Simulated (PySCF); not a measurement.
## Calculated data, CH₂AlClSi, AlBH₄NSi, B₂H₆NSi, CH₅B₂Si and others

All values are calculated (PySCF 2.14.0). Calculation on a computer-drawn molecule: optimised geometry and harmonic frequencies of an isolated molecule of the commonest isotopes, restricted reference for singlets and unrestricted otherwise, frozen core in MP2.

```yaml
- entry: 1
  formula: CH2AlClSi
  start_structure:
    atoms_angstrom:
      - [Al, -2.5782, -1.7411, -3.3746]
      - [C, -1.2978, -0.3627, -2.7896]
      - [Si, 0.3594, -0.5367, -2.5165]
      - [Cl, 1.3435, -2.32, -2.7703]
      - [H, -1.6551, 0.6555, -2.6057]
      - [H, 1.3487, 0.4558, -2.082]
  given:
    charge: 0
    multiplicity: 1
    method: MP2
    basis: "cc-pV(D+d)Z"
    drawn_bonds_atom: [1, 2, 3, 2, 3]
    drawn_bonds_other_atom: [2, 3, 4, 5, 6]
    drawn_bonds_order: [1, 2, 1, 1, 1]
  results:
    optimised_atom_element: [Al, C, Si, Cl, H, H]
    "optimised_atom_x [angstrom]": [-2.502, -1.323, 0.3578, 1.283, -1.681, 1.387]
    "optimised_atom_y [angstrom]": [-1.807, -0.3289, -0.5219, -2.336, 0.7007, 0.444]
    "optimised_atom_z [angstrom]": [-3.377, -2.786, -2.513, -2.786, -2.599, -2.078]
    "modes_frequency [cm^-1]": [68.83, 117.2, 279.2, 457.2, 511.0, 587.7, 604.6, 738.5, 907.1, 1037, 2307, 3148]
    "modes_reduced_mass [dalton]": [24.05, 4.88, 11.41, 1.235, 11.13, 4.208, 1.113, 1.063, 1.265, 12.52, 1.045, 1.086]
    "rotational_constants [GHz]": [6.303, 1.963, 1.497]
    "total_energy [hartree]": -1029.7884
    "convergence_status_largest_gradient_component [hartree/bohr]": 8.844e-06
- entry: 2
  formula: AlBH4NSi
  start_structure:
    atoms_angstrom:
      - [B, -0.7029, 0.4363, -0.8641]
      - [Si, -0.0524, -1.4185, -1.0977]
      - ["N", 1.2328, -1.9582, -0.1501]
      - [Al, 2.4827, -2.8781, 0.5586]
      - [H, -1.5722, 0.6429, -0.0736]
      - [H, -0.357, 1.2702, -1.4831]
      - [H, -0.6104, -2.4234, -2.0511]
      - [H, 3.6114, -3.6997, 1.1612]
  given:
    charge: 1
    multiplicity: 1
    method: HF
    basis: "cc-pV(D+d)Z"
    drawn_bonds_atom: [1, 2, 3, 1, 1, 2, 4]
    drawn_bonds_other_atom: [2, 3, 4, 5, 6, 7, 8]
    drawn_bonds_order: [1, 1, 2, 1, 1, 1, 1]
  results:
    optimised_atom_element: [B, Si, "N", Al, H, H, H, H]
    "optimised_atom_x [angstrom]": [-0.7003, -0.0341, 1.194, 2.452, -1.545, -0.2351, -0.7211, 3.622]
    "optimised_atom_y [angstrom]": [0.3963, -1.499, -2.117, -2.854, 0.6106, 1.282, -2.331, -3.517]
    "optimised_atom_z [angstrom]": [-0.8243, -1.098, -0.2768, 0.517, -0.01098, -1.473, -2.1, 1.266]
    "modes_frequency [cm^-1]": [92.99, 137.3, 186.6, 234.7, 437.8, 465.0, 476.4, 582.8, 705.5, 741.0, 874.7, 989.6, 1234, 1422, 2174, 2365, 2726, 2831]
    "modes_reduced_mass [dalton]": [4.087, 1.934, 1.456, 4.441, 1.111, 1.182, 1.233, 5.628, 4.899, 1.387, 1.32, 1.31, 1.139, 12.88, 1.052, 1.043, 1.05, 1.128]
    "rotational_constants [GHz]": [19.4, 1.918, 1.772]
    "total_energy [hartree]": -612.0608
    "convergence_status_largest_gradient_component [hartree/bohr]": 2.715e-05
- entry: 3
  formula: B2H6NSi
  start_structure:
    atoms_angstrom:
      - [B, 1.5006, -1.6957, 0.6446]
      - ["N", 1.0482, -0.7827, -0.071]
      - [B, 0.416, -0.7021, -1.3598]
      - [Si, 1.2686, 1.0666, 0.6712]
      - [H, 1.8612, -2.5214, 1.3106]
      - [H, -0.4676, 0.1691, -1.4813]
      - [H, 0.6714, -1.4905, -2.1869]
      - [H, 2.2356, 0.8124, 1.8527]
      - [H, 1.8544, 1.7408, -0.4467]
      - [H, -0.1241, 1.3625, 1.0184]
  given:
    charge: 1
    multiplicity: 1
    method: HF
    basis: "cc-pV(D+d)Z"
    drawn_bonds_atom: [1, 2, 2, 1, 3, 3, 4, 4, 4]
    drawn_bonds_other_atom: [2, 3, 4, 5, 6, 7, 8, 9, 10]
    drawn_bonds_order: [1, 1, 1, 1, 1, 1, 1, 1, 1]
  results:
    optimised_atom_element: [B, "N", B, Si, H, H, H, H, H, H]
    "optimised_atom_x [angstrom]": [1.571, 1.098, 0.3608, 1.245, 1.99, -0.1244, 0.2992, 2.023, 1.943, -0.1409]
    "optimised_atom_y [angstrom]": [-1.706, -0.5741, -0.789, 1.132, -2.727, 0.1579, -1.9, 0.9109, 1.913, 1.54]
    "optimised_atom_z [angstrom]": [0.4539, 0.003432, -1.281, 0.7517, 0.8459, -1.805, -1.71, 1.975, -0.2705, 0.9879]
    "modes_frequency [cm^-1]": [113.6, 145.8, 213.9, 265.0, 367.6, 531.4, 730.0, 734.1, 815.0, 838.0, 984.7, 1017, 1021, 1024, 1093, 1094, 1343, 1639, 2389, 2414, 2425, 2737, 2868, 2997]
    "modes_reduced_mass [dalton]": [1.107, 2.691, 2.739, 2.936, 1.028, 6.681, 1.154, 1.162, 1.505, 1.39, 1.298, 1.051, 1.049, 1.277, 1.356, 3.114, 1.137, 5.723, 1.02, 1.048, 1.056, 1.048, 1.135, 1.147]
    "rotational_constants [GHz]": [11.04, 4.371, 3.254]
    "total_energy [hartree]": -396.0422
    "convergence_status_largest_gradient_component [hartree/bohr]": 3.509e-05
- entry: 4
  formula: CH5B2Si
  start_structure:
    atoms_angstrom:
      - [B, 1.2703, 2.0517, 0.3271]
      - [C, 2.2118, 1.2212, -0.265]
      - [Si, 2.0477, 0.3292, -1.9146]
      - [B, 0.4035, 0.2746, -2.9664]
      - [H, 0.3236, 2.6763, 0.6216]
      - [H, 3.2325, 1.0116, 0.0927]
      - [H, 3.279, -0.4131, -2.062]
      - [H, -0.4667, 0.8975, -2.6655]
      - [H, 0.3871, -0.2997, -3.9179]
  given:
    charge: 0
    multiplicity: 2
    method: HF
    basis: "cc-pV(D+d)Z"
    drawn_bonds_atom: [1, 2, 3, 1, 2, 3, 4, 4]
    drawn_bonds_other_atom: [2, 3, 4, 5, 6, 7, 8, 9]
    drawn_bonds_order: [2, 1, 1, 1, 1, 1, 1, 1]
  results:
    optimised_atom_element: [B, C, Si, B, H, H, H, H, H]
    "optimised_atom_x [angstrom]": [1.246, 2.223, 2.023, 0.4487, 0.4103, 3.176, 3.25, -0.5232, 0.4354]
    "optimised_atom_y [angstrom]": [2.029, 1.22, 0.296, 0.2805, 2.709, 1.125, -0.4609, 0.9166, -0.3661]
    "optimised_atom_z [angstrom]": [0.2723, -0.2965, -1.865, -2.979, 0.7412, 0.2213, -2.186, -2.668, -3.99]
    "modes_frequency [cm^-1]": [96.25, 128.8, 243.9, 264.1, 469.4, 582.6, 632.0, 667.4, 714.8, 780.0, 833.1, 858.9, 931.0, 1055, 1243, 1496, 2333, 2656, 2744, 2944, 3295]
    "modes_reduced_mass [dalton]": [1.81, 2.7, 1.445, 2.678, 1.03, 1.366, 1.535, 2.518, 1.317, 2.935, 1.343, 1.258, 1.4, 1.298, 1.18, 6.08, 1.042, 1.053, 1.125, 1.127, 1.087]
    "rotational_constants [GHz]": [12.5, 3.933, 2.991]
    "total_energy [hartree]": -378.9783
    spin_squared: 0.7918
    "convergence_status_largest_gradient_component [hartree/bohr]": 4.391e-05
- entry: 5
  formula: CH6NOSi
  start_structure:
    atoms_angstrom:
      - [C, -1.3208, -1.2392, -1.7219]
      - [O, -0.8464, -0.841, -0.4809]
      - [Si, 0.4761, -0.0882, -0.1094]
      - ["N", 0.6236, 1.433, -0.8994]
      - [H, -2.2741, -1.5311, -1.6815]
      - [H, -0.622, -2.0392, -2.0573]
      - [H, -1.2039, -0.4016, -2.4716]
      - [H, 1.7308, -0.7455, -0.4192]
      - [H, -0.1916, 1.9595, -1.024]
      - [H, 1.3889, 2.0541, -0.8408]
  given:
    charge: 0
    multiplicity: 2
    method: HF
    basis: "cc-pV(D+d)Z"
    drawn_bonds_atom: [1, 2, 3, 1, 1, 1, 3, 4, 4]
    drawn_bonds_other_atom: [2, 3, 4, 5, 6, 7, 8, 9, 10]
    drawn_bonds_order: [1, 1, 1, 1, 1, 1, 1, 1, 1]
  results:
    optimised_atom_element: [C, O, Si, "N", H, H, H, H, H, H]
    "optimised_atom_x [angstrom]": [-1.254, -0.8979, 0.4624, 0.5433, -2.283, -0.6098, -1.182, 1.696, -0.1566, 1.441]
    "optimised_atom_y [angstrom]": [-1.254, -0.8373, -0.01143, 1.468, -1.611, -2.071, -0.432, -0.7616, 2.172, 1.898]
    "optimised_atom_z [angstrom]": [-1.755, -0.4608, -0.04065, -0.9215, -1.729, -2.093, -2.471, -0.4082, -0.7746, -1.052]
    "modes_frequency [cm^-1]": [77.21, 102.3, 190.0, 214.7, 388.0, 482.1, 728.8, 780.3, 809.6, 881.2, 970.3, 1205, 1269, 1294, 1590, 1602, 1604, 1692, 2236, 3171, 3242, 3274, 3763, 3854]
    "modes_reduced_mass [dalton]": [1.044, 3.004, 1.504, 2.083, 2.364, 1.359, 1.306, 3.852, 1.287, 3.618, 1.299, 6.615, 1.266, 1.408, 1.138, 1.048, 1.048, 1.112, 1.042, 1.033, 1.105, 1.105, 1.051, 1.095]
    "rotational_constants [GHz]": [12.24, 3.945, 3.296]
    "total_energy [hartree]": -459.6331
    spin_squared: 0.7543
    "convergence_status_largest_gradient_component [hartree/bohr]": 1.174e-05
- entry: 6
  formula: BF2H3N
  start_structure:
    atoms_angstrom:
      - ["N", 0.7947, 0.6532, -0.1532]
      - [B, 0.6318, 2.0846, -0.1973]
      - [F, 1.4525, 2.7462, -1.2078]
      - [F, -0.7002, 2.4737, -0.4792]
      - [H, 0.4675, 0.273, -1.075]
      - [H, 1.8494, 0.3755, -0.076]
      - [H, 0.9762, 2.6076, 0.8956]
  given:
    charge: -1
    multiplicity: 1
    method: HF
    basis: aug-cc-pVDZ
    drawn_bonds_atom: [1, 2, 2, 1, 1, 2]
    drawn_bonds_other_atom: [2, 3, 4, 5, 6, 7]
    drawn_bonds_order: [1, 1, 1, 1, 1, 1]
  results:
    optimised_atom_element: ["N", B, F, F, H, H, H]
    "optimised_atom_x [angstrom]": [0.7975, 0.6482, 1.427, -0.7215, 0.5506, 1.756, 1.014]
    "optimised_atom_y [angstrom]": [0.6178, 2.132, 2.76, 2.469, 0.2551, 0.3597, 2.62]
    "optimised_atom_z [angstrom]": [-0.1902, -0.1785, -1.242, -0.4544, -1.096, -0.03481, 0.9037]
    "modes_frequency [cm^-1]": [207.5, 372.7, 428.8, 527.9, 777.4, 841.0, 915.1, 971.3, 1110, 1180, 1252, 1710, 2335, 3680, 3760]
    "modes_reduced_mass [dalton]": [1.125, 3.386, 6.285, 3.446, 2.09, 2.564, 3.151, 2.217, 1.873, 1.282, 1.532, 1.107, 1.073, 1.052, 1.089]
    "rotational_constants [GHz]": [8.788, 8.387, 4.812]
    "total_energy [hartree]": -279.9459
    "convergence_status_largest_gradient_component [hartree/bohr]": 3.384e-05
- entry: 7
  formula: CH6BO
  start_structure:
    atoms_angstrom:
      - [B, 0.0823, -0.3323, -0.4605]
      - [C, 0.4324, -1.1908, 0.9593]
      - [O, -0.6246, -1.5858, 1.674]
      - [H, -0.5648, 0.6459, -0.2253]
      - [H, -0.5894, -1.0833, -1.1845]
      - [H, 1.0463, -0.0009, -1.1176]
      - [H, 1.1164, -2.1167, 0.7077]
      - [H, 1.1385, -0.5877, 1.6408]
      - [H, -1.4041, -1.2135, 1.1448]
  given:
    charge: -1
    multiplicity: 1
    method: HF
    basis: aug-cc-pVDZ
    drawn_bonds_atom: [1, 2, 1, 1, 1, 2, 2, 3]
    drawn_bonds_other_atom: [2, 3, 4, 5, 6, 7, 8, 9]
    drawn_bonds_order: [1, 1, 1, 1, 1, 1, 1, 1]
  results:
    optimised_atom_element: [B, C, O, H, H, H, H, H, H]
    "optimised_atom_x [angstrom]": [0.09401, 0.4885, -0.6623, -0.5628, -0.6128, 1.127, 1.067, 1.109, -1.414]
    "optimised_atom_y [angstrom]": [-0.3588, -1.165, -1.58, 0.6702, -1.093, -0.0294, -2.075, -0.5529, -1.282]
    "optimised_atom_z [angstrom]": [-0.4649, 0.908, 1.68, -0.1765, -1.197, -1.085, 0.6966, 1.578, 1.199]
    "modes_frequency [cm^-1]": [99.06, 291.4, 357.9, 673.8, 775.5, 960.4, 1063, 1093, 1222, 1223, 1238, 1305, 1326, 1475, 1590, 2210, 2240, 2297, 3081, 3090, 4181]
    "modes_reduced_mass [dalton]": [1.022, 1.273, 2.21, 1.076, 2.146, 1.752, 5.42, 1.578, 1.261, 1.053, 1.119, 1.165, 1.082, 1.302, 1.069, 1.098, 1.091, 1.041, 1.056, 1.106, 1.067]
    "rotational_constants [GHz]": [31.16, 8.676, 7.524]
    "total_energy [hartree]": -140.9002
    "convergence_status_largest_gradient_component [hartree/bohr]": 3.634e-05
- entry: 8
  formula: C2H5BN
  start_structure:
    atoms_angstrom:
      - [C, -0.6701, 0.6942, -0.3358]
      - ["N", -1.4417, -0.3821, -0.1843]
      - [B, -1.3814, -1.3515, 0.7344]
      - [C, -1.3811, -2.4556, 1.6812]
      - [H, 0.1392, 0.8424, 0.2877]
      - [H, -0.8939, 1.4434, -1.1407]
      - [H, -2.1727, -0.4034, -0.9481]
      - [H, -0.7212, -3.3018, 1.4133]
      - [H, -1.7552, -2.4614, 2.5757]
  given:
    charge: 0
    multiplicity: 2
    method: HF
    basis: cc-pVDZ
    drawn_bonds_atom: [1, 2, 3, 1, 1, 2, 4, 4]
    drawn_bonds_other_atom: [2, 3, 4, 5, 6, 7, 8, 9]
    drawn_bonds_order: [1, 1, 2, 1, 1, 1, 1, 1]
  results:
    optimised_atom_element: [C, "N", B, C, H, H, H, H, H]
    "optimised_atom_x [angstrom]": [-0.5932, -1.477, -1.386, -1.298, 0.1566, -0.9422, -2.216, -0.726, -1.796]
    "optimised_atom_y [angstrom]": [0.6693, -0.4085, -1.409, -2.419, 0.8044, 1.513, -0.4563, -3.322, -2.348]
    "optimised_atom_z [angstrom]": [-0.4213, -0.2583, 0.6796, 1.629, 0.3435, -0.9988, -0.9316, 1.452, 2.589]
    "modes_frequency [cm^-1]": [206.1, 236.1, 337.4, 431.8, 567.0, 591.5, 709.2, 802.3, 856.9, 887.1, 1192, 1271, 1458, 1546, 1592, 1878, 3303, 3306, 3383, 3440, 3825]
    "modes_reduced_mass [dalton]": [2.819, 1.277, 1.465, 1.499, 2.263, 1.906, 1.089, 1.274, 1.862, 3.205, 1.313, 3.082, 1.133, 1.246, 1.328, 8.197, 1.062, 1.049, 1.11, 1.124, 1.076]
    "rotational_constants [GHz]": [41.54, 4.131, 3.86]
    "total_energy [hartree]": -157.7298
    spin_squared: 0.7634
    "convergence_status_largest_gradient_component [hartree/bohr]": 2.85e-05
- entry: 9
  formula: CH5NSi2
  start_structure:
    atoms_angstrom:
      - [C, -1.4039, 2.3683, 2.2266]
      - [Si, -0.4893, 1.2945, 1.1559]
      - [Si, -0.5226, -0.7159, -0.0022]
      - ["N", -2.1349, -1.2812, 0.34]
      - [H, -2.3986, 2.1285, 2.4814]
      - [H, -0.9996, 3.2839, 2.5729]
      - [H, 0.8543, 1.7393, 0.8826]
      - [H, -2.8768, -0.8458, 0.8774]
      - [H, -2.43, -2.1483, -0.0689]
  given:
    charge: 0
    multiplicity: 1
    method: HF
    basis: "cc-pV(D+d)Z"
    drawn_bonds_atom: [1, 2, 3, 1, 1, 2, 4, 4]
    drawn_bonds_other_atom: [2, 3, 4, 5, 6, 7, 8, 9]
    drawn_bonds_order: [2, 1, 1, 1, 1, 1, 1, 1]
  results:
    optimised_atom_element: [C, Si, Si, "N", H, H, H, H, H]
    "optimised_atom_x [angstrom]": [-1.412, -0.2715, -0.4589, -2.155, -2.306, -1.303, 0.9365, -2.798, -2.633]
    "optimised_atom_y [angstrom]": [2.067, 1.32, -0.9746, -1.065, 1.554, 3.079, 2.101, -0.3331, -1.924]
    "optimised_atom_z [angstrom]": [2.109, 1.08, 0.33, 0.4188, 2.451, 2.486, 0.721, 0.656, 0.2145]
    "modes_frequency [cm^-1]": [74.11, 127.6, 257.3, 327.3, 393.1, 574.1, 602.6, 668.6, 749.9, 860.9, 871.2, 910.9, 924.5, 1023, 1507, 1704, 2304, 3285, 3370, 3763, 3860]
    "modes_reduced_mass [dalton]": [3.54, 3.192, 2.03, 1.736, 7.025, 1.059, 1.231, 1.123, 1.057, 1.372, 1.238, 3.655, 1.297, 4.198, 1.208, 1.119, 1.042, 1.058, 1.112, 1.05, 1.098]
    "rotational_constants [GHz]": [8.842, 2.64, 2.073]
    "total_energy [hartree]": -673.0374
    "convergence_status_largest_gradient_component [hartree/bohr]": 2.376e-05
- entry: 10
  formula: BF2H2Si
  start_structure:
    atoms_angstrom:
      - [F, -1.7537, -0.2524, 0.3372]
      - [B, -0.6161, 0.1324, -0.3336]
      - [Si, 0.8798, -1.1842, -0.7225]
      - [F, 1.8078, -0.3471, -1.8737]
      - [H, -0.573, 1.3453, -0.4717]
      - [H, 0.1363, -2.1515, -1.6414]
  given:
    charge: -1
    multiplicity: 1
    method: MP2
    basis: "aug-cc-pV(D+d)Z"
    drawn_bonds_atom: [1, 2, 3, 2, 3]
    drawn_bonds_other_atom: [2, 3, 4, 5, 6]
    drawn_bonds_order: [1, 1, 1, 1, 1]
  results:
    optimised_atom_element: [F, B, Si, F, H, H]
    "optimised_atom_x [angstrom]": [-1.803, -0.6472, 0.8128, 1.859, -0.5439, 0.2037]
    "optimised_atom_y [angstrom]": [-0.2615, 0.1601, -1.118, -0.3802, 1.382, -2.24]
    "optimised_atom_z [angstrom]": [0.3306, -0.3666, -0.7775, -1.932, -0.3639, -1.596]
    "modes_frequency [cm^-1]": [136.7, 167.7, 260.5, 359.3, 657.2, 681.5, 754.5, 824.0, 995.5, 1141, 2074, 2475]
    "modes_reduced_mass [dalton]": [9.504, 4.676, 2.53, 2.039, 3.426, 6.011, 1.424, 1.237, 3.088, 1.705, 1.042, 1.089]
    "rotational_constants [GHz]": [21.38, 2.519, 2.3]
    "total_energy [hartree]": -514.3731
    "convergence_status_largest_gradient_component [hartree/bohr]": 4.398e-05
```
